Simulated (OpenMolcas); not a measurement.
Nb3+ (d2) in a complex was computed by CASSCF with the d shell active (OpenMolcas, ANO-RCC-VTZP on the metal). Its lowest spin-free states, and all those of the highest spin:

```csv
2S+1,Degeneracy,E (cm-1)
3,1,0.0
3,3,7926
1,2,9539
3,3,12384
1,1,16020
1,3,17050
1,3,18934
3,3,19427
1,2,23963
1,3,26367
1,1,39940
```

**Question.** Is the site octahedral, tetrahedral or cube-like, axial, or of lower symmetry?

**Answer.** The states with 2S+1 = 3 have orbital degeneracies 1, 3, 3, 3. Threefold states need a cubic site. For d2 at this spin an octahedron puts the threefold T1 below the threefold T2 and a tetrahedron or cube puts the single A2 below the threefold T2, so the site is a tetrahedron or a cube, which this pattern cannot tell apart. The first gap at this spin, 7930 cm-1, is |10Dq| in ligand-field theory. The run had Nb3+ with 4 ligands (chloride) in tetrahedral coordination (Td) at 2.35 Å. A charge of +0.25 e stands 2.4 Å behind each ligand. Ligand basis ANO-RCC-VDZP.

Without dynamic correlation the repulsion within the d shell is too large (B by tens of per cent), so at a given field states of lower spin stand too high. The least metal-like active orbital is 76 % on the metal (Löwdin) and no ligand orbital is active, so the numbers are rough. With metal d orbitals alone the field can be off either way by tens of per cent. Ligand-to-metal charge-transfer states are missing. With no ligand orbital active B as a rule stays too high, so bands that hang on it stand too high and its fall with covalency is understated. No measured value stands beside these numbers; the geometry was imposed, not optimised, and the real ion may take another.
